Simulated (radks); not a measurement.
Q: All-electron atom: La II in [Xe] 5d1 6s1 (not the ground configuration). Calculated with a radial shooting solver on a logarithmic mesh with Libxc functionals: scalar-relativistic Kohn-Sham, LDA (Slater exchange, Perdew-Wang correlation), spin-polarised, spherical densities, finite nucleus; open shells are filled with parallel spins first (spin-orbit coupling, left out, can overturn this in heavy ions); Fermi nuclear charge, rms radius 4.855 fm. Some entries of the table are withheld. Estimate them.

orbital,occ.,eigenvalue (eV),<1/r> (bohr^-1)
1s up,1,-38713.84,61.95
1s down,1,-38713.83,61.95
2s up,1,-6169.073,14.26
2s down,1,-6169.037,14.26
2p up,3,-5532.982,13.55
2p down,3,-5532.953,13.55
3s up,1,-1323.682,5.163
3s down,1,-1323.654,5.163
3p up,3,-1120.483,4.896
3p down,3,-1120.454,4.896
3d up,5,-827.5935,4.645
3d down,5,-827.5592,4.645
4s up,1,-271.6692,2.153
4s down,1,-271.6047,2.153
4p up,3,-205.5182,1.986
4p down,3,-205.4528,1.986
4d up,5,-109.7446,1.725
4d down,5,-109.6679,1.725
5s up,1,-45.0840,0.8530
5s down,1,-44.7197,0.8563
5p up,3,-28.5265,(1)
5p down,3,-28.0314,(2)
5d up,1,-9.0193,0.4655
6s up,1,(3),(4)
5d down,0,-8.1544,0.4733
6s down,0,(5),(6)

A: 
(1) 5p up <1/r> (bohr^-1): 0.7268
(2) 5p down <1/r> (bohr^-1): 0.7321
(3) 6s up eigenvalue (eV): -8.9587
(4) 6s up <1/r> (bohr^-1): 0.3187
(5) 6s down eigenvalue (eV): -7.9590
(6) 6s down <1/r> (bohr^-1): 0.3123
